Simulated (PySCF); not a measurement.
**Ionisation energy of Rh²²⁺ by level of theory**

Rh²²⁺ [Ar] 3d5 [3d3/2^4 3d5/2^1, M_J = 5/2] → Rh²³⁺ [Ar] 3d4 [3d3/2^4, M_J = 0], as a difference of total energies. Computed with PySCF 2.14 in an uncontracted even-tempered set (17 s from 2.7 bohr⁻², ratio 2.8; 12 p from 3.5 bohr⁻², ratio 2.8; 8 d from 3.5 bohr⁻², ratio 2.8; 3 f from 13 bohr⁻², ratio 3), with the two-component X2C-1e Hamiltonian. Correlated levels: [Ne] frozen; the 76 highest virtual spinors dropped. "Screened" scales the spin-orbit matrix elements by Boettger's factors to mimic the two-electron term; Breit and QED terms are absent.

```
                    method  ionisation energy (eV)
           GHF (spin-free)                  1067.7
          GMP2 (spin-free)                  1068.0
 GHF (screened spin-orbit)                  1064.2
GMP2 (screened spin-orbit)                  1064.2
```

Breit and QED terms and the two-electron picture change are absent.

The spin-free rows relax to the high-spin LS determinant and lack the spin-orbit shift.

The labels give the starting determinants; with spin-orbit coupling the two ends relaxed to ⟨J²⟩ = 8.75, ⟨L²⟩ = 0.22, ⟨S²⟩ = 8.27 and ⟨J²⟩ = 2.10, ⟨L²⟩ = 5.00, ⟨S²⟩ = 5.00.

The determinant of Rh²³⁺ mixes levels of different J (the jj label is only the starting occupation), so the difference between spin-free and spin-orbit rows is not the physical spin-orbit shift.

For comparison: 1061 ± 4 eV (theoretical estimate listed by NIST; NIST Atomic Spectra Database, ionization energies).
